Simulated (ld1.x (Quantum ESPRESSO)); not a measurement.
What one change does to a pseudopotential (rhodium, TM)

| Quantity | Value |
| --- | --- |
| Element | rhodium (Rh) |
| Generator | ld1.x (Quantum ESPRESSO) 7.5 |
| Type | norm-conserving Troullier–Martins (Kleinman–Bylander form) |
| Functional | PBE |
| Relativity | scalar-relativistic |
| Frozen core | [Ar] 3d10 |
| Valence charge | 17 |
| Reference configuration | 4s2 4p6 4d7.5 5s0 5p0 (charge +1.5) |
| Partial waves | 4s (bound): rc 1.45 bohr; 4p (bound): rc 1.50 bohr; 4d (bound): rc 1.85 bohr |
| Local potential | all-electron potential smoothed inside 1.45 bohr (lloc = -1) |
| Core correction | none |

Change: local potential all-electron potential smoothed inside 1.10 bohr (lloc = -1).

Cutoffs: the cutoffs (Ry, on a coarse ladder) from which the occupation-weighted sum of valence levels, in a spherical-Bessel basis at the reference potential, stays within 10 and 1 mRy of its value at 400 Ry; they do not see the model core or the augmentation charge, which bear on the density cutoff. Errors are all-electron minus pseudo energies relative to the spin-unpolarised reference configuration.

**Question.** What does the change do?

**Answer.** The potential gets neither clearly harder nor softer (70 Ry and 110 Ry → 70 Ry and 110 Ry); a bound ghost appears in s, which as a rule spoils a file; the number of tests that count goes from 7 to 4; of the 4 tests that both files solve, the error grows in 3 and shrinks in 1 by more than 15 % and 0.3 meV (median size 0.6 → 3.2 meV); the range in which the s phases agree narrows (upper end -1.0 → -3.3); the range in which the p phases agree narrows (upper end at the end of the scan → 0.1). In the separable form a ghost depends on how the local part lies against the semilocal potential of the channel, so the choice of the local part can create or remove one.

| quantity | base | changed |
| --- | --- | --- |
| cutoff, loose | 70 Ry | 70 Ry |
| cutoff, tight | 110 Ry | 110 Ry |
| loose cutoff by channel (10 mRy a level) | s 45 Ry, p 30 Ry, d 45 Ry | s 40 Ry, p 30 Ry, d 45 Ry |
| bound ghosts | none | s |
| tests counted (converged, no solver errors) | 7 of 7 | 4 of 7 |
| error for 4s2 4p6 4d8 5s0 5p0, meV [ΔE -8.23 eV] | +0.1 | +0.4 |
| error for 4s2 4p6 4d7 5s0 5p0, meV [ΔE 11.28 eV] | -0.7 | -0.3 |
| error for 4s2 4p6 4d6 5s0 5p0, meV [ΔE 43.78 eV] | +0.6 | +6.1 |
| error for 4s2 4p6 4d5 5s0 5p0, meV [ΔE 90.73 eV] | +19 | +40 |
| s: phases at 1.99 bohr within 0.05 rad from the reference energy up to (Ry; the scan ends near 5) | -1.0 | -3.3 |
| p: phases at 1.99 bohr within 0.05 rad from the reference energy up to (Ry; the scan ends near 5) | to the end of the scan | 0.1 |
| d: phases at 1.99 bohr within 0.05 rad from the reference energy up to (Ry; the scan ends near 5) | 3.8 | to the end of the scan |

Changed file: The cutoffs count occupied waves only; the empty 5s level needs 100 Ry at the loose tolerance. Tests not counted: 4s2 4p6 4d8 5s1 5p0 (solver errors, printed error -3.2 eV); 4s2 4p6 4d7 5s1 5p0 (solver errors, printed error -3.7 eV); 4s2 4p6 4d7 5s1 5p1 (solver errors, printed error -8.7 eV). A true bound ghost makes a file unfit for plane-wave use even where its test errors are small: the radial tests pick states by their node count and pass the ghost by. Where a test does run into it, the solver fails or the error is huge.
